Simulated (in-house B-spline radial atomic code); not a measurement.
A calculation on Cr²⁺: its settings, and results tabulated from the run. Method: Dirac-Kohn-Sham PBE, spherical fractional occupations, Fermi nucleus of rms radius 3.6452 fm. Calculated with a radial B-spline atomic code at the basis-set limit.

Command:
```bash
python run_scf.py task.json out
```
Settings (nuclear radius in fm, mass in u):
```
Z                24
configuration    [Ar] 3d4
hamiltonian      dirac
method           pbe,pbe
spin_polarised   False
nucleus          fermi
rms_radius       3.6452
atomic_mass      51.9405
speed_of_light   137.035999084
```

Output (hartree, bohr):
```
 radial grid: 70 intervals, B-splines of order 8, outer radius 25.5556 bohr

 iter        energy (Eh)    residual
    1       -1040.192820    4.71e-01
    2       -1044.328865    4.68e-01
    3       -1049.424781    8.17e-02
    4       -1049.689017    1.67e-02
    5       -1049.696118    4.49e-03
    6       -1049.696338    3.97e-03
    7       -1049.696871    8.86e-04
    8       -1049.696900    1.06e-05
    9       -1049.696900    4.59e-07
   10       -1049.696900    6.37e-09

 total energy                     -1049.69690
 kinetic                            1062.0599
 electron-nucleus                  -2489.9363
 Hartree                             426.2968
 exchange-correlation                -48.1173

 first-order corrections (not in the total)
   Gaunt                             0.3901
   retardation                      -0.0337
   frequency dependence             -0.0008
   self-energy                       0.2578
   Uehling                          -0.0208
   Wichmann-Kroll                    0.0001
   recoil                            0.0087

 orbital      occ     eigenvalue          <r>       <r^2>       <1/r>     <1/r^3>       r_max    small
 1s1/2      2.000      -216.8627    0.0635515  0.00543166     23.8829           -      0.0416  7.42e-03
 2s1/2      2.000       -25.3001     0.292932    0.101456     5.06796           -      0.2435  1.33e-03
 2p1/2      2.000       -21.6003     0.257903   0.0819891     5.00726           -      0.1961  1.31e-03
 2p3/2      4.000       -21.2825     0.260764   0.0836811     4.93147     354.474      0.1985  1.29e-03
 3s1/2      2.000        -3.4960     0.897565    0.929586     1.57455           -       0.776  2.82e-04
 3p1/2      2.000        -2.4674     0.950361      1.0639     1.44822           -      0.7919  2.46e-04
 3p3/2      4.000        -2.4294     0.958975     1.08317     1.43154     42.7619      0.7987  2.43e-04
 3d3/2      1.600        -0.8420      1.22539     1.93476     1.08572     3.47262      0.8188  1.50e-04
 3d5/2      2.400        -0.8385      1.22958     1.94796     1.08188     3.46585      0.8212  1.49e-04
```

Time taken, with all properties: 1.8 s on 1 thread of Arm Neoverse V1, with other jobs on the host.

For the Dirac Hamiltonian the kinetic term is c α·p + (β - 1)c².
